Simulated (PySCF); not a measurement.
Ge(I)2, GeI2, SMILES [I][Ge][I] (CAM-B3LYP/def2-SVP optimised geometry):

```
3

Ge    -0.991    -1.247     0.000
I     -1.570     1.247     0.000
I      1.570    -1.247     0.000
```

Computed with CAM-B3LYP/def2-TZVP, def2 effective core potentials past Kr (PySCF).

**Question.** What are the frontier orbital energies and the dipole moment?

**Answer.** HOMO-2 -8.98 eV, HOMO-1 -8.66 eV, HOMO -8.40 eV, LUMO -2.38 eV, LUMO+1 -0.48 eV; dipole moment 1.58 D.

On the same geometry PBE/def2-TZVP, def2 effective core potentials past Kr in PySCF gives HOMO-2 -6.78 eV, HOMO-1 -6.40 eV, HOMO -6.30 eV, LUMO -3.97 eV, LUMO+1 -2.11 eV; dipole moment 1.22 D.
